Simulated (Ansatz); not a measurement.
System: AlH3, charge 0, singlet. AlH3 (SMILES [AlH3]).
B3LYP-D3(BJ)/def2-TZVP minimum from Ansatz (a program for electronic structure):
```xyz
4

Al     0.0000     0.0000     0.0000
H      0.6795    -0.4285     1.3607
H     -0.3300     1.5209    -0.2737
H     -0.3495    -1.0923    -1.0870
```
Charge 0, spin multiplicity 1.

Total energies in cc-pV(T+d)Z, 6 correlated electrons, 5 frozen orbitals. Radicals and triplets start from unrestricted determinants; spin-orbit coupling is neglected. Cores are frozen in correlated methods. No relativity.

| method | program | energy (Eh) | minus CCSDT(Q) (mEh) |
|---|---|---|---|
| HF | Ansatz | -243.64601 | 119.40 |
| MP2 | Ansatz | -243.73982 | 25.59 |
| CCSD | Ansatz | -243.76340 | 2.01 |
| CCSD(T) | Ansatz | -243.76496 | 0.45 |
| CCSDT(Q) | Ansatz | -243.76541 | 0.00 |

Rough core times of Ansatz's runs on a shared machine: CCSD(T) under 20 s, CCSDT(Q) 40 s.
